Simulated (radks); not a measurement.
Results of a calculation; reference values are marked as such.
Ir, configuration [Xe] 4f14 5d7 6s2 (the NIST ground configuration). Code: a radial shooting solver on a logarithmic mesh with Libxc functionals. Model: scalar-relativistic Kohn-Sham, LDA (Slater exchange, VWN5 correlation), spin-polarised, spherical densities, finite nucleus; open shells are filled with parallel spins first (spin-orbit coupling, left out, can overturn this in heavy ions); Fermi nuclear charge, rms radius 5.4032 fm; hard spherical wall at 8 bohr.

Normalised radial functions P(r) = r R(r), r in bohr:

r,5d up
0.003384,0.0002
0.00455,0.0004
0.006118,0.0008
0.008291,0.0019
0.01115,0.0041
0.01499,0.0087
0.02031,0.0183
0.02731,0.0364
0.03672,0.0682
0.04976,0.1199
0.0669,0.1862
0.09067,0.2481
0.1219,0.2530
0.1639,0.1444
0.2221,-0.0924
0.2986,-0.3297
0.4015,-0.3733
0.5441,-0.1063
0.7316,0.3376
0.9836,0.7112
1.333,0.8349
1.792,0.7117
2.429,0.4718
3.266,0.2523
4.39,0.1046
5.95,0.0293
8,0.0000

5d up: eigenvalue -7.970 eV, 2 radial nodes at r = 0.200, 0.587 bohr, <r> = 1.70 bohr, 90 % of the charge inside 2.68 bohr.
